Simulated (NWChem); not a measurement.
# Basis-set convergence for H$_{2}$BCl

```xyz
4

B      0.0000     0.0000     1.1839
H     -1.0601     0.0000     1.7525
H      1.0601     0.0000     1.7525
Cl     0.0000     0.0000    -0.5544
```
Charge 0, spin multiplicity 1.

Everything below was run with NWChem. All single points use one geometry, from PBE0/def2-SVP, a minimum by its harmonic frequencies.

Quantity: dipole moment at the level PBE0.

The Pople sets run with spherical d functions. The structure started from a generated list of species.

```tsv
basis	functions	dipole moment (D)
STO-3G	16	1.01
6-31G*	36	0.70
cc-pVDZ	42	0.55
pcseg-1	42	?
6-311++G**	66	0.69
aug-pcseg-1	68	?
cc-pVTZ	92	0.55
aug-cc-pVTZ	142	?
cc-pVQZ	174	0.57
def2-QZVP	187	0.57
```

Q: Some entries are withheld; supply them.

A: 
- pcseg-1, dipole moment (D): 0.78
- aug-pcseg-1, dipole moment (D): 0.62
- aug-cc-pVTZ, dipole moment (D): 0.60
